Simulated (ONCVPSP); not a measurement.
**Configuration tests for silicon (ONCV)**

Si, optimised norm-conserving Vanderbilt (ONCV), made with ONCVPSP 4.0.1 (LDA (Perdew-Wang 92), scalar-relativistic). Core [Ne], reference 3s2 (charge +2). Waves: 3s: rc 1.70 bohr, ncon 3, nbas 6, qcut 3.7 1/bohr, 2 projectors, debl 1.7 Ha; p scattering state at 0.19 Ha: rc 1.70 bohr, ncon 3, nbas 8, qcut 4.2 1/bohr, 2 projectors, debl 1.2 Ha. Local part: polynomial inside 1.20 bohr (lpopt 5, dvloc0 4 Ha). Core correction: Teter function, fcfact 3.75, rcfact 1.8.

In the p channel the program set the typed energies aside and used 0.050, 1.250 Ha.

Energies are relative to the spin-unpolarised reference configuration 3s2; without spin polarisation the order of configurations can differ from experiment.

**Question.** Give the all-electron excitation energy and the error of the potential for: 3s2 3p2; 3s2 3p1; 3s1; 3s1 3p2.

**Answer.**

| valence configuration | charge | ΔE all-electron (eV) | error AE − PS (meV) |
| --- | --- | --- | --- |
| 3s2 3p2 | 0 | -23.930 | -52 |
| 3s2 3p1 | +1 | -16.108 | -17 |
| 3s1 | +3 | 34.139 | -110 |
| 3s1 3p2 | +1 | -8.694 | +4.5 |

Levels in the configuration 3s2 3p2:

| level | all-electron (eV) | pseudo (eV) |
| --- | --- | --- |
| 3s | -10.879 | -10.817 |
| 3p | -4.163 | -4.135 |
